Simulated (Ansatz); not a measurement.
Ansatz (a first-principles code) input file for C₂H₈InN, SMILES [CH2]([InH][NH2])C, PBE0-D3(BJ)/def2-SVP. 

Ansatz 0.2 input:
```yaml
crystal:
  periodic: [false, false, false]
  atoms:
    - {symbol: In, position_ang: [-0.47289707, 0.28526823, 0.14943388]}
    - {symbol: H, position_ang: [-2.10852198, 0.89934684, 0.25240308]}
    - {symbol: C, position_ang: [0.45694712, -0.65436159, -1.66868190]}
    - {symbol: C, position_ang: [1.77409150, -1.30659268, -1.28212517]}
    - {symbol: H, position_ang: [0.60556378, 0.11201475, -2.43135159]}
    - {symbol: H, position_ang: [-0.24815798, -1.38908775, -2.06135666]}
    - {symbol: H, position_ang: [1.61698535, -2.06548560, -0.51324637]}
    - {symbol: H, position_ang: [2.47180193, -0.56468334, -0.88764546]}
    - {symbol: H, position_ang: [2.24307629, -1.78453519, -2.14403861]}
    - {symbol: N, position_ang: [0.49856835, 0.20851359, 1.94471646]}
    - {symbol: H, position_ang: [0.20357224, 0.87656212, 2.64821677]}
    - {symbol: H, position_ang: [1.51142663, 0.24385551, 1.90658624]}
basis:
  gaussian:
    orbitals: def2-SVP
hamiltonian:
  xc: pbe0
  dispersion: d3bj
relax: {f_tol: 0.002, max_steps: 200}
```

It prints:

```
[...]
these checks for a lower state are left out or cut short: starts, cluster_reference, orbital_swaps, neighbouring_geometries, increment
integrals: 0.07 GiB planned
1295 factors; integrals over basis functions are off by at most 3.1e-4 eV
mean field: 0.47 GiB planned
mean field -8860.65094533 eV, -325.6229162760 hartree, gradient 8.0e-6 eV, S^2 0.000000; 0 other end points of the search recorded, 0 dependent functions left out
the calculation of the forces begins
reference -8860.65098098 eV, -325.6229175861 hartree; 24, 24 occupied and 84, 84 virtual orbitals, 1295 factors
relax step   6: F+E_penalty+E_count = -8860.84351507 eV  Δ(F+E_penalty+E_count) = -2.220e-2 eV  max|allowed force component| = 1.359e-1 eV/Å  Δτ_max = 0.0998 Å  (29 SCF iters, accepted)
these checks for a lower state are left out or cut short: starts, cluster_reference, orbital_swaps, neighbouring_geometries, increment
integrals: 0.07 GiB planned
1295 factors; integrals over basis functions are off by at most 3.1e-4 eV
mean field: 0.47 GiB planned
mean field -8860.65159621 eV, -325.6229401953 hartree, gradient 1.7e-5 eV, S^2 0.000000; 0 other end points of the search recorded, 0 dependent functions left out
the calculation of the forces begins
reference -8860.65163185 eV, -325.6229415051 hartree; 24, 24 occupied and 84, 84 virtual orbitals, 1295 factors
relax step   7: F+E_penalty+E_count = -8860.84445836 eV  Δ(F+E_penalty+E_count) = -9.433e-4 eV  max|allowed force component| = 9.366e-2 eV/Å  Δτ_max = 0.0347 Å  (29 SCF iters, accepted)
these checks for a lower state are left out or cut short: starts, cluster_reference, orbital_swaps, neighbouring_geometries, increment
integrals: 0.07 GiB planned
1295 factors; integrals over basis functions are off by at most 3.1e-4 eV
mean field: 0.47 GiB planned
mean field evaluation 64: about -8860.6520 eV, gradient 3.2e-5 eV
mean field -8860.65204400 eV, -325.6229566515 hartree, gradient 1.8e-5 eV, S^2 0.000000; 0 other end points of the search recorded, 0 dependent functions left out
the calculation of the forces begins
reference -8860.65207963 eV, -325.6229579609 hartree; 24, 24 occupied and 84, 84 virtual orbitals, 1295 factors
relax step   8: F+E_penalty+E_count = -8860.84552640 eV  Δ(F+E_penalty+E_count) = -1.068e-3 eV  max|allowed force component| = 7.219e-2 eV/Å  Δτ_max = 0.0331 Å  (30 SCF iters, accepted)
these checks for a lower state are left out or cut short: starts, cluster_reference, orbital_swaps, neighbouring_geometries, increment
integrals: 0.07 GiB planned
1295 factors; integrals over basis functions are off by at most 3.1e-4 eV
mean field: 0.47 GiB planned
mean field -8860.65219301 eV, -325.6229621272 hartree, gradient 1.8e-5 eV, S^2 0.000000; 0 other end points of the search recorded, 0 dependent functions left out
the calculation of the forces begins
reference -8860.65222864 eV, -325.6229634369 hartree; 24, 24 occupied and 84, 84 virtual orbitals, 1295 factors
relax step   9: F+E_penalty+E_count = -8860.84640568 eV  Δ(F+E_penalty+E_count) = -8.793e-4 eV  max|allowed force component| = 8.384e-2 eV/Å  Δτ_max = 0.0361 Å  (29 SCF iters, accepted)
these checks for a lower state are left out or cut short: starts, cluster_reference, orbital_swaps, neighbouring_geometries, increment
integrals: 0.07 GiB planned
1295 factors; integrals over basis functions are off by at most 3.0e-4 eV
mean field: 0.47 GiB planned
mean field -8860.65251223 eV, -325.6229738586 hartree, gradient 1.4e-5 eV, S^2 0.000000; 0 other end points of the search recorded, 0 dependent functions left out
the calculation of the forces begins
reference -8860.65254787 eV, -325.6229751681 hartree; 24, 24 occupied and 84, 84 virtual orbitals, 1295 factors
relax step  10: F+E_penalty+E_count = -8860.84675813 eV  Δ(F+E_penalty+E_count) = -3.525e-4 eV  max|allowed force component| = 3.259e-3 eV/Å  Δτ_max = 0.0164 Å  (23 SCF iters, accepted)
these checks for a lower state are left out or cut short: starts, cluster_reference, orbital_swaps, neighbouring_geometries, increment
integrals: 0.07 GiB planned
1295 factors; integrals over basis functions are off by at most 3.1e-4 eV
mean field: 0.47 GiB planned
mean field -8860.65256681 eV, -325.6229758641 hartree, gradient 2.0e-5 eV, S^2 0.000000; 0 other end points of the search recorded, 0 dependent functions left out
the calculation of the forces begins
reference -8860.65260244 eV, -325.6229771737 hartree; 24, 24 occupied and 84, 84 virtual orbitals, 1295 factors
relax step  11: F+E_penalty+E_count = -8860.84682618 eV  Δ(F+E_penalty+E_count) = -6.804e-5 eV  max|allowed force component| = 1.364e-3 eV/Å  Δτ_max = 0.0108 Å  (22 SCF iters, accepted)
these checks for a lower state are left out or cut short: starts, cluster_reference, orbital_swaps, neighbouring_geometries, increment
integrals: 0.07 GiB planned
1295 factors; integrals over basis functions are off by at most 3.1e-4 eV
mean field: 0.47 GiB planned
mean field -8860.65248122 eV, -325.6229727188 hartree, gradient 1.9e-5 eV, S^2 0.000000; 0 other end points of the search recorded, 0 dependent functions left out
the calculation of the forces begins
reference -8860.65251686 eV, -325.6229740286 hartree; 24, 24 occupied and 84, 84 virtual orbitals, 1295 factors
relax step  12: F+E_penalty+E_count = -8860.84688776 eV  Δ(F+E_penalty+E_count) = -6.159e-5 eV  max|allowed force component| = 1.551e-2 eV/Å  Δτ_max = 0.0434 Å  (28 SCF iters, accepted)
these checks for a lower state are left out or cut short: starts, cluster_reference, orbital_swaps, neighbouring_geometries, increment
integrals: 0.07 GiB planned
1295 factors; integrals over basis functions are off by at most 3.1e-4 eV
mean field: 0.47 GiB planned
mean field evaluation 96: about -8860.6526 eV, gradient 5.0e-4 eV
mean field -8860.65259497 eV, -325.6229768993 hartree, gradient 1.4e-5 eV, S^2 0.000000; 0 other end points of the search recorded, 0 dependent functions left out
the calculation of the forces begins
reference -8860.65263061 eV, -325.6229782090 hartree; 24, 24 occupied and 84, 84 virtual orbitals, 1295 factors
relax step  13: F+E_penalty+E_count = -8860.84692794 eV  Δ(F+E_penalty+E_count) = -4.018e-5 eV  max|allowed force component| = 7.235e-3 eV/Å  Δτ_max = 0.0109 Å  (23 SCF iters, accepted)
these checks for a lower state are left out or cut short: starts, cluster_reference, orbital_swaps, neighbouring_geometries, increment
integrals: 0.07 GiB planned
1295 factors; integrals over basis functions are off by at most 3.1e-4 eV
mean field: 0.47 GiB planned
mean field -8860.65262806 eV, -325.6229781151 hartree, gradient 9.0e-6 eV, S^2 0.000000; 0 other end points of the search recorded, 0 dependent functions left out
the calculation of the forces begins
reference -8860.65266370 eV, -325.6229794248 hartree; 24, 24 occupied and 84, 84 virtual orbitals, 1295 factors
relax step  14: F+E_penalty+E_count = -8860.84693767 eV  Δ(F+E_penalty+E_count) = -9.721e-6 eV  max|allowed force component| = 3.806e-3 eV/Å  Δτ_max = 0.0044 Å  (23 SCF iters, accepted)
these checks for a lower state are left out or cut short: starts, cluster_reference, orbital_swaps, neighbouring_geometries, increment
integrals: 0.07 GiB planned
1295 factors; integrals over basis functions are off by at most 3.1e-4 eV
mean field: 0.47 GiB planned
mean field -8860.65263098 eV, -325.6229782223 hartree, gradient 7.7e-5 eV, S^2 0.000000; 0 other end points of the search recorded, 0 dependent functions left out
the calculation of the forces begins
reference -8860.65266661 eV, -325.6229795319 hartree; 24, 24 occupied and 84, 84 virtual orbitals, 1295 factors
relax step  15: F+E_penalty+E_count = -8860.84694160 eV  Δ(F+E_penalty+E_count) = -3.939e-6 eV  max|allowed force component| = 1.929e-3 eV/Å  Δτ_max = 0.0027 Å  (21 SCF iters, accepted)
these checks for a lower state are left out or cut short: starts, cluster_reference, orbital_swaps, neighbouring_geometries, increment
integrals: 0.07 GiB planned
1295 factors; integrals over basis functions are off by at most 3.1e-4 eV
mean field: 0.47 GiB planned
mean field -8860.65263029 eV, -325.6229781971 hartree, gradient 8.2e-6 eV, S^2 0.000000; 0 other end points of the search recorded, 0 dependent functions left out
the calculation of the forces begins
reference -8860.65266593 eV, -325.6229795068 hartree; 24, 24 occupied and 84, 84 virtual orbitals, 1295 factors
relax step  16: F+E_penalty+E_count = -8860.84694419 eV  Δ(F+E_penalty+E_count) = -2.588e-6 eV  max|allowed force component| = 2.200e-3 eV/Å  Δτ_max = 0.0044 Å  (23 SCF iters, accepted)
these checks for a lower state are left out or cut short: starts, cluster_reference, orbital_swaps, neighbouring_geometries, increment
integrals: 0.07 GiB planned
1295 factors; integrals over basis functions are off by at most 3.1e-4 eV
mean field: 0.47 GiB planned
mean field -8860.65263334 eV, -325.6229783093 hartree, gradient 3.5e-5 eV, S^2 0.000000; 0 other end points of the search recorded, 0 dependent functions left out
the calculation of the forces begins
reference -8860.65266898 eV, -325.6229796190 hartree; 24, 24 occupied and 84, 84 virtual orbitals, 1295 factors
relax step  17: F+E_penalty+E_count = -8860.84694477 eV  Δ(F+E_penalty+E_count) = -5.741e-7 eV  max|allowed force component| = 2.002e-3 eV/Å  Δτ_max = 0.0016 Å  (19 SCF iters, accepted)
these checks for a lower state are left out or cut short: starts, cluster_reference, orbital_swaps, neighbouring_geometries, increment
integrals: 0.07 GiB planned
1295 factors; integrals over basis functions are off by at most 3.1e-4 eV
mean field: 0.47 GiB planned
mean field -8860.65263196 eV, -325.6229782584 hartree, gradient 2.2e-5 eV, S^2 0.000000; 0 other end points of the search recorded, 0 dependent functions left out
the calculation of the forces begins
reference -8860.65266760 eV, -325.6229795681 hartree; 24, 24 occupied and 84, 84 virtual orbitals, 1295 factors
relax step  18: F+E_penalty+E_count = -8860.84694502 eV  Δ(F+E_penalty+E_count) = -2.500e-7 eV  max|allowed force component| = 1.045e-3 eV/Å  Δτ_max = 0.0005 Å  (18 SCF iters, accepted)
integrals: 0.07 GiB planned
1295 factors; integrals over basis functions are off by at most 3.1e-4 eV
mean field: 0.47 GiB planned
mean field evaluation 128: about -8858.8642 eV, gradient 2.5e1 eV
mean field -8860.65263196 eV, -325.6229782584 hartree, gradient 2.2e-5 eV, S^2 0.000000; 1 other end points of the search recorded, 0 dependent functions left out
the calculation of the forces begins
reference -8860.65266760 eV, -325.6229795681 hartree; 24, 24 occupied and 84, 84 virtual orbitals, 1295 factors
Total energy: -8860.84698065 eV, -325.6301204412 hartree
Atom 0 at    -0.562247     0.318472     0.067611 Å, force     0.000012    -0.000046    -0.000426 eV/Å
Atom 1 at    -2.094683     1.101681     0.197327 Å, force    -0.000123     0.000040     0.000020 eV/Å
Atom 2 at     0.422305    -0.682210    -1.587748 Å, force     0.000227    -0.000123     0.000405 eV/Å
Atom 3 at     1.796961    -1.237659    -1.238494 Å, force    -0.000734     0.000455    -0.000354 eV/Å
Atom 4 at     0.483611     0.040912    -2.417952 Å, force     0.000019     0.000104    -0.000334 eV/Å
Atom 5 at    -0.253548    -1.480630    -1.936550 Å, force    -0.000070    -0.000186     0.000086 eV/Å
Atom 6 at     1.747466    -1.977258    -0.423297 Å, force    -0.000178    -0.000669     0.000404 eV/Å
Atom 7 at     2.489339    -0.446380    -0.909112 Å, force     0.000489     0.000505     0.000286 eV/Å
Atom 8 at     2.269354    -1.740087    -2.100353 Å, force     0.000200    -0.000085    -0.000342 eV/Å
Atom 9 at     0.540092     0.322123     1.766825 Å, force    -0.000479     0.000606     0.001045 eV/Å
Atom 10 at     0.254556     0.738445     2.645260 Å, force     0.000535    -0.000496    -0.000817 eV/Å
Atom 11 at     1.459250    -0.096595     1.849395 Å, force     0.000104    -0.000107     0.000026 eV/Å
Dipole moment:     0.116114    -0.060375    -0.013533 e Å
```

The calculation finished and met its thresholds.
